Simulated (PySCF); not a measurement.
BeH₅NSi, SMILES [Be]([NH2])[SiH3].

Geometry: TPSSh-D3(BJ)/def2-TZVP. Other conformers were not sampled.

These are TDDFT-CAM-B3LYP/def2-SVPD run with PySCF values and carry that method's errors.

Vertical excitations. The molecule is in vacuum.

```csv
state,energy (eV),λ (nm),f,main pairs
S1,5.53,224,0.000,"HOMO−1→LUMO 78 %, HOMO→LUMO 14 %"
S2,5.96,208,0.084,"HOMO→LUMO 80 %, HOMO−1→LUMO 15 %"
S3,6.22,199,0.032,"HOMO−1→LUMO+1 77 %, HOMO→LUMO+1 13 %"
S4,6.59,188,0.112,"HOMO→LUMO+2 70 %, HOMO−1→LUMO+2 14 %"
S5,6.90,180,0.005,"HOMO→LUMO+1 38 %, HOMO−1→LUMO+2 34 %, HOMO→LUMO+3 11 %, HOMO−1→LUMO+1 6 %"
S6,7.15,173,0.450,"HOMO−1→LUMO+2 43 %, HOMO→LUMO+1 24 %, HOMO→LUMO+3 10 %, HOMO→LUMO+2 9 %"
S7,7.67,162,0.005,HOMO−3→LUMO 85 %
S8,7.79,159,0.000,"HOMO−1→LUMO+4 68 %, HOMO→LUMO+4 12 %"
S9,7.85,158,0.002,"HOMO−1→LUMO+3 70 %, HOMO→LUMO+3 15 %"
S10,7.89,157,0.016,"HOMO→LUMO+3 35 %, HOMO−2→LUMO 30 %, HOMO−1→LUMO+3 11 %, HOMO→LUMO+1 11 %"
T1,4.74,261,0,"HOMO→LUMO 76 %, HOMO−1→LUMO 13 %"
T2,5.37,231,0,"HOMO→LUMO+2 69 %, HOMO→LUMO+5 13 %, HOMO−1→LUMO+2 12 %"
T3,5.43,229,0,"HOMO−1→LUMO 77 %, HOMO→LUMO 14 %"
T4,5.75,215,0,"HOMO−1→LUMO+2 73 %, HOMO→LUMO+2 13 %"
```
Triplets are in the Tamm–Dancoff approximation, which puts them higher than full response would, so one can lie above its singlet here.
